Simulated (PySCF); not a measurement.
## How methods differ on the excitation energy of Br⁺

Br⁺ [Ar] 3d10 4s2 4p4 (3P) → Br⁺ [Ar] 3d10 4s1 4p5, s spin flipped, as a difference of total energies. Calculation: PySCF 2.14, in ANO-RCC-VTZP; the spin-free X2C one-electron Hamiltonian (Gaussian nucleus). Correlated levels: valence and next inner shell: [Ne] frozen. The calculations carry no spin-orbit coupling.

| method | excitation energy (cm⁻¹) |
| --- | --- |
| UHF | 139870 |
| MP2 (valence and next inner shell) | 124040 |
| SCS-MP2 (valence and next inner shell) | 121620 |

The upper determinant mixes two multiplicities, so it lies between the two terms.

The coupled-cluster amplitudes are large for the upper state (T1 above 0.03 or a double amplitude above 0.15), so a single reference is strained.
